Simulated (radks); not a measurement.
Exchange energies: the exact (Fock) value of the Kohn-Sham orbitals and density-functional approximations, in hartree. Species: K [Ar] 4s1; Rh4+ [Kr] 4d5; Zn28+ [He]; S13+ [He] 2s1. All-electron calculation, non-relativistic Kohn-Sham, r2SCAN, spin-polarised, spherical densities, point nucleus; meta-GGA in the generalised Kohn-Sham scheme. Program: a radial shooting solver on a logarithmic mesh with Libxc functionals. Every spin shell is full or empty, so the densities are truly spherical. Functionals are evaluated on that one density, not self-consistently.

| functional | K | Rh4+ | Zn28+ | S13+ |
|---|---|---|---|---|
| exact | -32.6688 | -132.667 | -18.5239 | -11.1722 |
| LDA | -30.211 | -125.81 | -15.892 | -9.6952 |
| B88 | -32.654 | -132.63 | -18.370 | -11.127 |
| PBEsol | -31.573 | -129.45 | -17.357 | -10.544 |
| PW91 | -32.625 | -132.57 | -18.200 | -11.052 |
| OPTX | -32.701 | -134.08 | -18.417 | -11.146 |
| AM05 | -30.493 | -126.32 | -16.487 | -10.016 |
| SOGGA | -31.562 | -129.43 | -17.315 | -10.524 |
| B86b | -32.682 | -132.59 | -18.320 | -11.117 |
| G96 | -32.690 | -133.04 | -18.455 | -11.153 |
| revTPSS | -32.485 | -131.42 | -18.527 | -11.195 |
| SCAN | -32.761 | -132.89 | -18.528 | -11.148 |
